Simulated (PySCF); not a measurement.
Al2(mu-OH)2(Cl)4, H2Al2Cl4O2, singlet (PBE0/def2-SVP optimised geometry):

```
10

Al    -2.003     1.213     1.693
Al    -0.554    -0.522     0.000
O     -1.279     1.171     0.000
H     -1.274     1.844    -0.685
Cl    -4.101     1.218     1.695
Cl    -1.010     2.532     2.987
O     -1.281    -0.482     1.692
H     -1.277    -1.151     2.382
Cl    -1.543    -1.844    -1.293
Cl     1.543    -0.522     0.000
```

Calculation: PBE0/def2-TZVP (PySCF 2.14.0).

Problem. What are the frontier orbital energies and the dipole moment?

Solution. HOMO-2 -9.26 eV, HOMO-1 -9.08 eV, HOMO -9.07 eV, LUMO -0.91 eV, LUMO+1 -0.30 eV; dipole moment 0.01 D.

On the same geometry PBE/def2-TZVP (PySCF 2.14.0) gives HOMO-2 -7.82 eV, HOMO-1 -7.65 eV, HOMO -7.63 eV, LUMO -1.77 eV, LUMO+1 -1.11 eV; dipole moment 0.01 D.

Meta-Löwdin charges at PBE0/def2-TZVP: Al1 1.01, Al2 1.01, O3 -0.72, H4 0.39, Cl5 -0.34, Cl6 -0.34, O7 -0.72, H8 0.39, Cl9 -0.34, Cl10 -0.34.
